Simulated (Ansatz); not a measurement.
One change: `[NH2][GeH]([OH])[SbH2]` becomes `[NH2][GeH]([OH])[SH]`.

Ansatz, PBE0-D4/def2-TZVP geometries, multiplicity 1. Each molecule was computed in one conformer, which needn't be the lowest.

Elements past krypton have def2 core potentials. Scalar relativity is left out up to krypton. Spin–orbit coupling is left out; it splits and shifts lone-pair levels of the heavy atoms by tenths of an eV.

```csv
property,`[NH2][GeH]([OH])[SbH2]`
HOMO energy (PBE/def2-TZVPP) / eV,-5.58
LUMO energy (B3LYP/def2-TZVPP) / eV,-0.84
HOMO–LUMO gap (B3LYP/def2-TZVPP) / eV,5.65
HOMO–LUMO gap (PBE/def2-TZVPP) / eV,4.27
HOMO energy (ωB97M-V/def2-TZVPP) / eV,-8.69
HOMO energy (PBE0/def2-TZVPP) / eV,-6.69
```

(1) What does the change do to each property? (Best estimate.)

Answers

(1) Computed: 
| property | `[NH2][GeH]([OH])[SH]` | shift |
| --- | --- | --- |
| HOMO energy (PBE/def2-TZVPP) / eV | -6.10 | -0.52 |
| LUMO energy (B3LYP/def2-TZVPP) / eV | -0.05 | 0.79 |
| HOMO–LUMO gap (B3LYP/def2-TZVPP) / eV | 7.13 | 1.48 |
| HOMO–LUMO gap (PBE/def2-TZVPP) / eV | 5.41 | 1.14 |
| HOMO energy (ωB97M-V/def2-TZVPP) / eV | -9.67 | -0.98 |
| HOMO energy (PBE0/def2-TZVPP) / eV | -7.43 | -0.74 |

With PBE0 the HOMO falls by 0.74 eV and the LUMO rises by 0.83 eV, so the gap widens by about 1.57 eV. PBE moves the HOMO by -0.52 eV and ωB97M-V by -0.98 eV. The zero-point energy changes by -11.2 kJ/mol with -3 modes.

Positive LUMOs are unbound, so they and the gaps depend on the basis.

B3LYP here is the variant with VWN-RPA as its local correlation; programs differ in this.
